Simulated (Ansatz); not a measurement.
Cost and result for the atomization energy of C4H8Si, SMILES `C=CC1C[SiH2]1` (13 atoms, 13 bonds).

```csv
atom,x (Å),y (Å),z (Å)
C1,-1.8054,0.6630,0.5699
C2,-1.2364,0.0852,-0.4847
C3,0.1999,0.0022,-0.7851
C4,1.2397,0.6128,0.1634
Si5,1.2591,-1.2328,0.1391
H6,-2.8796,0.6359,0.7042
H7,-1.2322,1.1809,1.3305
H8,-1.8776,-0.4137,-1.2085
H9,0.4382,0.0987,-1.8419
H10,0.8574,1.1286,1.0374
H11,2.0515,1.1495,-0.3161
H12,2.3562,-1.9381,-0.5584
H13,0.6292,-1.9724,1.2501
```

Charge 0, multiplicity 1. The geometry is a stationary point of PBE0-D4/def2-TZVP. It is one conformer, not always the lowest. Program: Ansatz. All runs use 4 threads of an Arm Neoverse V1 on a shared host. Times are those of one run each, without the atoms' runs, and a repeat can differ threefold. Electronic energies, without spin–orbit coupling; frozen cores. CCSD(T)/CBS adds CCSD(T) − MP2 in def2-TZVPP to the MP2 limit, and its time is that of the two runs behind it. T1 = 0.011. B3LYP takes the VWN-RPA correlation (the form of Gaussian; ORCA's B3LYP/G).

CCSD(T)/CBS is a level of theory with its own doubt, some kJ/mol a heavy atom from the limit and from the frozen cores, so smaller differences don't rank the functionals.

```json
{"level": "LDA (SPW92)/def2-TZVPP", "functions": "278", "wall time": "1.6 s"}
{"level": "BLYP-D4/def2-TZVPP", "functions": "278", "wall time": "2.9 s"}
{"level": "PBE-D4/def2-TZVPP (with forces)", "functions": "278", "wall time": "3.2 s"}
{"level": "PBE0-D4/def2-TZVPP", "functions": "278", "wall time": "3.4 s"}
{"level": "B3LYP-D4/def2-TZVPP (with forces)", "functions": "278", "wall time": "6 s"}
{"level": "r2SCANh-D4/def2-TZVPP", "functions": "278", "wall time": "6 s"}
{"level": "CCSD(T)/def2-SVP", "functions": "114", "wall time": "6 s"}
{"level": "r2SCAN-D4/def2-TZVPP (with forces)", "functions": "278", "wall time": "6.5 s"}
{"level": "B2PLYP/def2-TZVPP", "functions": "278", "wall time": "7 s"}
{"level": "ωB97M-V/def2-TZVPP (with forces)", "functions": "278", "wall time": "14 s"}
{"level": "MP2/def2-QZVPP", "functions": "538", "wall time": "32 s"}
{"level": "CCSD(T)/def2-TZVPP", "functions": "278", "wall time": "3.3 min"}
{"level": "CCSD(T)/CBS(def2)", "functions": "–", "wall time": "3.8 min"}
```

Question: What atomization energy does each give, and how far from CCSD(T)/CBS? (Estimate.)

Answer: Ansatz gave: 
```
                             level  atomization (kJ/mol)  difference from CCSD(T)/CBS  per bond
            LDA (SPW92)/def2-TZVPP                5761.7                        702.8      54.1
                BLYP-D4/def2-TZVPP                5046.4                        -12.5      -1.0
   PBE-D4/def2-TZVPP (with forces)                5170.9                        112.0       8.6
                PBE0-D4/def2-TZVPP                5104.5                         45.6       3.5
 B3LYP-D4/def2-TZVPP (with forces)                5069.0                         10.1       0.8
             r2SCANh-D4/def2-TZVPP                5064.6                          5.7       0.4
                  CCSD(T)/def2-SVP                4837.0                       -221.9     -17.1
r2SCAN-D4/def2-TZVPP (with forces)                5087.3                         28.4       2.2
                 B2PLYP/def2-TZVPP                5014.4                        -44.5      -3.4
  ωB97M-V/def2-TZVPP (with forces)                5079.6                         20.7       1.6
                    MP2/def2-QZVPP                5073.8                         14.9       1.1
                CCSD(T)/def2-TZVPP                4942.6                       -116.3      -8.9
                 CCSD(T)/CBS(def2)                5058.9                          0.0       0.0
```

In def2-TZVPP, CCSD(T) changes the Hartree–Fock value by +1166.5 kJ/mol (the triples alone add +72.5 kJ/mol) and MP2 by +1229.0 kJ/mol; breaking electron pairs costs correlation energy, which Hartree–Fock lacks. The D4 term adds +44.9 kJ/mol with B3LYP and +23.5 kJ/mol with PBE0; it sums over pairs of atoms, weighted by their polarisabilities, and B3LYP, whose exchange is more repulsive, gets the larger term. Leaving LDA and LC-ωPBE aside and taking each functional with its dispersion term where it has one, the values, not all of them listed here, spread over 222.5 kJ/mol, from BHLYP-D4 to PBE-D4. LDA lies +618.7 kJ/mol from PBE without D4, its usual overbinding.
